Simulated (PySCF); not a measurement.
Consider `CN(C)[SiH3]` (C2H9NSi). Optimised structure (Å), atoms numbered from 1:
```
C    -0.2752    1.4469    0.1982
N    -0.0442    0.0272    0.2771
C    -1.2450   -0.7685    0.2725
Si    1.4829   -0.6605   -0.1777
H    -0.7620    1.7578   -0.7495
H    -0.9283    1.7832    1.0250
H     0.6725    2.0005    0.2825
H    -1.8271   -0.6734   -0.6676
H    -1.0061   -1.8345    0.4088
H    -1.9145   -0.4721    1.1015
H     1.5856   -2.0148    0.4460
H     1.6996   -0.8363   -1.6567
H     2.5618    0.2437    0.3238
```

These are calculated values, M06-2X/def2-TZVP in PySCF (grid level 3) at geometries from PBE0-D3(BJ)/def2-SVP. Zero-point and thermal terms (298.15 K, 1 bar) come from unscaled PBE0-D3(BJ)/def2-SVP harmonic frequencies, with soft modes damped to free rotors in the entropy.

(1) Rank these bonds by dissociation enthalpy, weakest first.
A. C1–N2
B. N2–Si4

Not ranked, since the method can't order them against a listed neighbour: Si4–H (364 kJ/mol), C1–H (380 kJ/mol).

(2) For C1–N2, what are ΔE (electronic) and ΔG(298 K) of the homolysis?

## Answers

(1) A (364 kJ/mol), B (377 kJ/mol).

(2) ΔE = 389 and ΔG = 311 kJ/mol, beside ΔH = 364 kJ/mol. The radicals are CH3• and `C[N][SiH3]`.

Known limits: the order of C1–N2 and Si4–H, of N2–Si4 and C1–H is undecided: the gaps lie inside the method's error (some 10 kJ/mol, one structure a species); the order of Si4–H and N2–Si4 (ΔE differs by -12, ΔH by -13, ΔG by 6 kJ/mol) hangs on zero-point and thermal terms.
